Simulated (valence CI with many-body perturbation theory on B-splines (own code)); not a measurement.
# Sm⁴⁸⁺: calculated level list

Calculated by valence CI with perturbative core correlation (CI+MBPT): four valence electrons over a frozen Dirac-Fock core [Ne], a basis of 11 s, 11 p, 10 d, 8 f, 5 g, 2 h functions for each j, with the one-electron correlation potential Σ1, the two-electron term Σ2, the three-electron term Σ3, Breit, model QED; selected CI, second order for the rest, scaled by the run's own slope (own B-spline code, finite nucleus).

No measured spectrum was set against this ion. As an estimate, large intervals hold to a few tenths of a per cent, small ones and those within an open d or f shell to about a per cent. Among the levels kept, up to 590 cm⁻¹ of a level comes from second order outside the variational space, and about a tenth of that is noise between levels of different J, which matters for small intervals.

Levels 136 to 175 of 175, with energies above the lowest level, (3s^2 3p1/2^2) J=0. "Leading %" is the weight of the configuration and term that name the level; weights of strongly mixed levels are sums over their largest components and can fall short. In the jj column 3d3/2^4 stands for four electrons in 3d with j = 3/2. Lifetimes count E1, E2, E3, M1 and M2 decay at the calculated energies, and are blank where another channel may lead or the interval is too uncertain; long ones can be off by a factor of two.

```tsv
No.	Configuration	Term	J	E (eV)	Leading %	g	Lifetime	Leading jj
136	3p³3d	³F°	2	895.74	45	0.948	1.35 ps	3p1/2 3p3/2^2 3d3/2 (83 %)
137	3p³3d	³D°	1	901.40	44	0.955	1.09 ps	3p1/2 3p3/2^2 3d3/2 (72 %)
138	3p³3d	³F°	3	904.11	33	1.090	1.20 ps	3p1/2 3p3/2^2 3d3/2 (81 %)
139	3s3p3d²	³P°	1	905.06	40	1.243	1.97 ps	3s 3p1/2 3d5/2^2 (71 %)
140	3p³3d	⁵D°	0	908.46	38		950 fs	3p1/2 3p3/2^2 3d3/2 (80 %)
141	3p³3d	³G°	4	909.10	40	1.038	1.35 ps	3p1/2 3p3/2^2 3d3/2 (86 %)
142	3p³3d	³F°	2	919.39	35	1.017	927 fs	3p1/2 3p3/2^2 3d3/2 (82 %)
143	3p³3d	³P°	1	926.59	25	1.271	783 fs	3p1/2 3p3/2^2 3d3/2 (64 %)
144	3p³3d	³F°	2	927.03	24	1.088	954 fs	3p1/2 3p3/2^2 3d3/2 (69 %)
145	3p⁴	³P	0	927.03	55		457 fs	3p3/2^4 (88 %)
146	3p²3d²	³F	2	927.49	38	0.717	7.62 ps	3p1/2^2 3d3/2^2 (97 %)
147	3p³3d	³D°	3	930.07	26	1.123	777 fs	3p1/2 3p3/2^2 3d3/2 (72 %)
148	3p³3d	³F°	4	934.75	44	1.254	1.52 ps	3p1/2 3p3/2^2 3d5/2 (84 %)
149	3p³3d	³D°	3	938.64	42	1.271	1.18 ps	3p1/2 3p3/2^2 3d5/2 (79 %)
150	3p³3d	³G°	5	939.31	76	1.181	2.38 ps	3p1/2 3p3/2^2 3d5/2 (76 %)
151	3p³3d	³D°	1	942.02	26	1.034	812 fs	3p1/2 3p3/2^2 3d3/2 (61 %)
152	3p³3d	¹G°	4	942.06	34	1.176	1.35 ps	3p1/2 3p3/2^2 3d5/2 (82 %)
153	3s3p3d²	⁵D°	0	943.59	66		1.04 ps	3s 3p3/2 3d3/2^2 (71 %)
154	3p²3d²	³P	0	946.31	56		6.97 ps	3p1/2^2 3d3/2^2 (95 %)
155	3s3p3d²	⁵D°	2	946.41	32	1.193	741 fs	3s 3p3/2 3d3/2^2 (69 %)
156	3s3p3d²	⁵D°	1	946.58	46	1.067	699 fs	3s 3p3/2 3d3/2^2 (60 %)
157	3p³3d	³P°	0	947.39	32		1.04 ps	3p1/2 3p3/2^2 3d5/2 (54 %)
158	3s3p3d²	⁵F°	3	947.67	37	1.209	819 fs	3s 3p3/2 3d3/2^2 (72 %)
159	3p³3d	¹P°	1	951.25	28	1.097	1.19 ps	3p1/2 3p3/2^2 3d5/2 (70 %)
160	3s3p3d²	⁵F°	4	951.28	29	1.240	907 fs	3s 3p3/2 3d3/2^2 (67 %)
161	3p³3d	³P°	2	957.48	38	1.272	1.55 ps	3p1/2 3p3/2^2 3d5/2 (85 %)
162	3p³3d	³F°	3	963.95	30	1.149	1.35 ps	3p1/2 3p3/2^2 3d5/2 (82 %)
163	3s3p3d²	⁵G°	5	964.06	48	1.283	1.35 ps	3s 3p3/2 3d3/2 3d5/2 (77 %)
164	3s3p3d²	⁵S°	2	965.39	32	1.694	763 fs	3s 3p3/2 3d3/2^2 (66 %)
165	3p³3d	¹F°	3	967.86	33	1.069	1.19 ps	3p1/2 3p3/2^2 3d5/2 (67 %)
166	3s3p3d²	⁵G°	6	968.49	78	1.288	3.30 ps	3s 3p3/2 3d3/2 3d5/2 (66 %)
167	3s3p3d²	⁵D°	4	968.78	43	1.350	1.22 ps	3s 3p3/2 3d3/2 3d5/2 (82 %)
168	3p²3d²	³F	3	968.82	30	1.069	5.08 ps	3p1/2^2 3d3/2 3d5/2 (95 %)
169	3p³3d	¹D°	2	969.55	25	1.075	1.09 ps	3p1/2 3p3/2^2 3d5/2 (64 %)
170	3p³3d	³D°	1	970.92	21	1.130	828 fs	3p1/2 3p3/2^2 3d5/2 (58 %)
171	3s3p3d²	³D°	1	972.52	24	0.867	692 fs	3s 3p3/2 3d3/2^2 (46 %)
172	3s3p3d²	⁵P°	3	972.70	43	1.489	1.55 ps	3s 3p3/2 3d3/2 3d5/2 (88 %)
173	3p³3d	³D°	2	972.91	48	1.154	891 fs	3p1/2 3p3/2^2 3d5/2 (74 %)
174	3p²3d²	³P	2	978.69	23	1.184	4.75 ps	3p1/2^2 3d3/2 3d5/2 (94 %)
175	3s3p3d²	³F°	2	978.76	49	0.894	658 fs	3s 3p3/2 3d3/2^2 (48 %)
```

Where two levels of one J and parity lie close, their mixing, g and order are uncertain.
